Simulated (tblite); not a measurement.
Isomers of C5H13NO3Si. Level: GFN2-xTB in tblite, geometry and Hessian alike; calculated harmonic values, unscaled, isolated species. The method is semi-empirical: single wavenumbers can be off by several per cent or more. Modes of hydrogen on silicon can be 10 to 20 % off. One conformer each.

Electronic energies: GFN2-xTB at the same geometries; isomer energies are rough at this level and their order can be wrong.

```json
{"SMILES": "CCO[Si](O)(O)[C@H]1CCN1", "electronic energy, lowest = 0 (kcal/mol)": "12.1"}
{"SMILES": "CO[SiH2]OCC(=O)N(C)C", "electronic energy, lowest = 0 (kcal/mol)": "6.8"}
{"SMILES": "CN[Si@@H]1OCC[C@H](OC)O1", "electronic energy, lowest = 0 (kcal/mol)": "0.0"}
```

Q: How do GFN2-xTB zero-point energies change the relative energies?

A: 
| SMILES | ZPE (kcal/mol) | of it from modes above 1550 cm⁻¹ | electronic (kcal/mol) | with ZPE, lowest = 0 (kcal/mol) | lowest mode (cm⁻¹) | rings |
| --- | --- | --- | --- | --- | --- | --- |
| CN[Si@@H]1OCC[C@H](OC)O1 | 116.4 | 54.6 | 0.0 | 0.0 | 32 | 1 |
| CO[SiH2]OCC(=O)N(C)C | 113.2 | 55.6 | 6.8 | 3.6 | 41 | 0 |
| CCO[Si](O)(O)[C@H]1CCN1 | 116.6 | 57.9 | 12.1 | 12.2 | 16 | 1 |

The zero-point energies span 3.4 kcal/mol, from `CO[SiH2]OCC(=O)N(C)C` to `CCO[Si](O)(O)[C@H]1CCN1`. The order is unchanged.
